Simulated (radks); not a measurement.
The numbers below are computed, except where a source is named.
Ionisation of the barium ion Ba+, [Xe] 6s1, to Ba2+, [Xe], under several functionals. Scalar-relativistic Kohn-Sham, spin-polarised, spherical densities, finite nucleus; open shells are filled with parallel spins first (spin-orbit coupling, left out, can overturn this in heavy ions); a radial shooting solver on a logarithmic mesh with Libxc functionals.

OLYP: E(Ba+) (hartree) -8138.0939; Exc (hartree) -200.5168; IE (eV) 9.913; -e(HOMO) (eV) 7.591; <r> HOMO (bohr) 4.347; IE error (eV) -0.091
exchange-only r2SCAN: E(Ba+) (hartree) -8133.0878; Exc (hartree) -194.8976; IE (eV) 9.230; -e(HOMO) (eV) 7.459; <r> HOMO (bohr) 4.551; IE error (eV) -0.774
TASK exchange with Perdew-Wang LDA correlation: E(Ba+) (hartree) -8134.5576; Exc (hartree) -196.1670; IE (eV) 9.032; -e(HOMO) (eV) 7.824; <r> HOMO (bohr) 4.515; IE error (eV) -0.972
revPBE: E(Ba+) (hartree) -8135.3022; Exc (hartree) -197.5977; IE (eV) 10.040; -e(HOMO) (eV) 7.809; <r> HOMO (bohr) 4.324; IE error (eV) +0.036
BLYP: E(Ba+) (hartree) -8135.7576; Exc (hartree) -198.0445; IE (eV) 10.168; -e(HOMO) (eV) 7.791; <r> HOMO (bohr) 4.283; IE error (eV) +0.164
exchange-only B88: E(Ba+) (hartree) -8132.9440; Exc (hartree) -195.2045; IE (eV) 9.761; -e(HOMO) (eV) 7.535; <r> HOMO (bohr) 4.383; IE error (eV) -0.243
HCTH/407: E(Ba+) (hartree) -8139.9816; Exc (hartree) -202.4955; IE (eV) 9.942; -e(HOMO) (eV) 7.790; <r> HOMO (bohr) 4.303; IE error (eV) -0.062
BP86: E(Ba+) (hartree) -8136.3576; Exc (hartree) -198.6555; IE (eV) 10.206; -e(HOMO) (eV) 8.053; <r> HOMO (bohr) 4.268; IE error (eV) +0.202
exchange-only LDA: E(Ba+) (hartree) -8123.4351; Exc (hartree) -185.6283; IE (eV) 9.682; -e(HOMO) (eV) 7.481; <r> HOMO (bohr) 4.362; IE error (eV) -0.321

NIST Atomic Spectra Database: 10.004 eV (measured). Closest: revPBE. The Delta-SCF values span 1.17 eV, the total energies 16.55 hartree. The highest occupied level is 6s.
